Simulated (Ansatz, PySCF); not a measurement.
I₃, SMILES I[I-]I, charge -1.

Coordinates come from a PBE0-D3(BJ)/def2-SVPD optimisation. The def2 effective core potentials stand for the cores of I; spin–orbit coupling is left out.

Estimates of the vertical detachment energy (IE) of the anion in eV. Rows of orbital energies are one-electron estimates, which approximate functionals can put far too low.

| level | IE |
|---|---|
| −ε(HOMO), −ε(LUMO), M06-2X/def2-TZVPD (PySCF) | 3.93 |
| −ε(HOMO), −ε(LUMO), PBE/def2-TZVPD (PySCF) | ? |
| ΔSCF, CAM-B3LYP/def2-SVPD (Ansatz), final states of multiplicity 2 | 4.75 |
| ΔSCF, PBE/def2-SVPD (Ansatz), final states of multiplicity 2 | 4.07 |

Problem. Some entries are withheld; supply them. (The exact figures need the calculation; the answer reports its results.)

Solution. 
- −ε(HOMO), −ε(LUMO), PBE/def2-TZVPD (PySCF), IE: 1.74

Problem. What vertical singlet–triplet gap does ΔSCF give with CAM-B3LYP/def2-SVPD (Ansatz, a first-principles code) and with PBE/def2-SVPD (Ansatz)? (The exact figures need the calculation; the answer reports its results.)

Solution. 2.16 and 1.93 eV (triplet above singlet where positive).
